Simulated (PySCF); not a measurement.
**Ge²⁺ (germanium, charge +2) across methods**

[Ar] 3d10 4s1 4p1, 4s spin antiparallel (an excited configuration). Computed with PySCF 2.14 in cc-pVQZ-DK (7s6p4d2f1g, 68 functions), with scalar relativity by spin-free X2C-1e.

| method | E (hartree) | mean ε 3d α (eV) | mean ε 4s β (eV) | mean ε 4p α (eV) | Σ⟨r²⟩ (bohr²) | ⟨S²⟩ |
| --- | --- | --- | --- | --- | --- | --- |
| M06 | -2097.538 | -55.174 | -31.966 | -21.727 | 21.12 | 1.000 |
| wB97M-V | -2097.349 | -57.204 | -33.632 | -23.740 | 21.37 | 1.000 |
| PBE0 | -2097.258 | -54.877 | -31.313 | -21.715 | 21.35 | 1.000 |
| PBE | -2097.232 | -51.035 | -30.247 | -20.879 | 21.31 | 1.000 |
| LDA | -2094.209 | -51.430 | -30.626 | -20.931 | 21.22 | 1.000 |
| MN15 | -2098.918 | -56.130 | -31.761 | -22.489 | 21.38 | 1.000 |
| TPSS | -2097.492 | -50.994 | -30.156 | -20.896 | 21.31 | 1.000 |
| UHF | -2095.89522 | -65.323 | -33.682 | -23.400 | 21.76 | 1.000 |

(1) Estimate the same row for r2SCAN.

With the s spin flipped the determinant is a mixture of two multiplicities, not a spectroscopic state.

Answers

(1) E (hartree) = -2097.490; mean ε 3d α (eV) = -51.732; mean ε 4s β (eV) = -30.616; mean ε 4p α (eV) = -21.097; Σ⟨r²⟩ (bohr²) = 21.30; ⟨S²⟩ = 1.000.
